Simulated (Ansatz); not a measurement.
`CB(F)O[SiH3]` + CH₃OH → `COB(F)O[SiH3]` + CH₄ at 700 K and 1 bar (ligand exchange at a B–C bond).

Program: Ansatz. Geometries: PBE0-D4/def2-TZVP. ΔE: electronic, gas phase. CCSD(T)/CBS adds triple-zeta CCSD(T) − MP2 to the extrapolated MP2 energy (def2 sets, frozen cores). This one scheme is used for every species. One conformer a species, not always the lowest.

| species | CCSD(T)/CBS energy (Eh) | H − E (kJ/mol) | S (J/(mol·K)) |
| --- | --- | --- | --- |
| `CB(F)O[SiH3]` | -530.66692 | 274.6 | 484.7 |
| CH₃OH | -115.61712 | 170.8 | 288.5 |
| `COB(F)O[SiH3]` | -605.86989 | 299.6 | 515.3 |
| CH₄ | -40.46206 | 145.9 | 224.0 |

H − E and S are ideal-gas, rigid-rotor, harmonic terms from PBE0-D4/def2-TZVP, for one conformer and one mirror image of each species. 1 Eh = 2625.50 kJ/mol, R = 8.31446 J/(mol·K).

Problem. By hand: ΔE, ΔH, ΔS and ΔG.

Solution. ΔE = (-605.86989) + (-40.46206) − (-530.66692) − (-115.61712) = -0.04791 Eh = -125.8 kJ/mol. Δ(H − E) = 299.6 + 145.9 − 274.6 − 170.8 = 0.1, so ΔH = -125.7 kJ/mol. ΔS = 515.3 + 224.0 − 484.7 − 288.5 = -33.9 J/(mol·K). ΔG = -125.7 − 700 × (-33.9)/1000 = -102.0 kJ/mol.

Problem. By hand: the equilibrium constant, and the temperature at which ΔG would vanish if ΔH and ΔS stayed fixed.

Solution. log₁₀ K = −ΔG/(RT ln 10) = 7.6. ΔG = 0 at ΔH/ΔS = 3708 K, far beyond where these terms or the molecules hold.

ΔH outweighs TΔS. A doubt of 5 kJ/mol in ΔE shifts log₁₀ K by 0.4 here. Other conformers and mirror images would add mixing entropy, several J/(mol·K) or more a flexible species. Modes under 60 cm⁻¹, often nearly free rotors, make the harmonic entropy too high. These are equilibria of isolated gas molecules and say nothing of rates. Largest T1 diagnostic: 0.012 (customary marks: 0.02 for closed shells, 0.045 for open ones).
